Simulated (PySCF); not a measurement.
**Two-dimensional NMR puzzle**

Compound of formula C4H7FO2Si. Correlations simulated from computed shifts and the bond graph:

HSQC (one-bond C–H):
```
   δH     δC
12.36  245.8
 1.18    5.5
 1.10   10.8
```

COSY cross peaks (H two or three bonds apart, from the bond graph; peaks can be absent where the dihedral angle is near 90°):
```
  δH    δH
1.18  1.10
```

HMBC (two and three bonds, from the bond graph):
```
   δH           δC
12.36  245.8, 10.8
 1.18         10.8
 1.10   245.8, 5.5
```

PySCF calculation with GIAO PBE0/pcSseg-1 shieldings and geometry: GFN2-xTB; one computed conformer, no solvent, non-relativistic Hamiltonian, equivalent nuclei averaged.

Referencing at the same level of theory: $^{1}$H and $^{13}$C vs TMS.

Exchangeable hydrogens are left out of these lists.

Which molecule is this?

## Answers

`InChI=1S/C4H7FO2Si/c1-2-8(5,3-6)4-7/h3-4H,2H2,1H3`.

Mapped SMILES: `[CH3:1][CH2:2][Si:3]([F:4])([CH:5]=[O:6])[CH:7]=[O:8]`. Hydrogens are named by the atom that carries them.

1. δC 245.8 is C5/C7, a carbonyl carbon (δH 12.36).
2. δC 10.8 is C2, an sp3 CH2 bonded to Si (δH 1.10).
3. δC 5.5 is C1, a methyl carbon (δH 1.18).
4. COSY links 1.18–1.10.

This is the structure that produced the data.

Shifts are as computed. Against solution values, carbons near 30 ppm lie about +3 ppm off and those near 130 ppm about +5 ppm. Of 1309 compounds with measured shifts, 239 miss one by over three times the rms of a fit or turn the order of signals round; such compounds aren't used in these exercises.
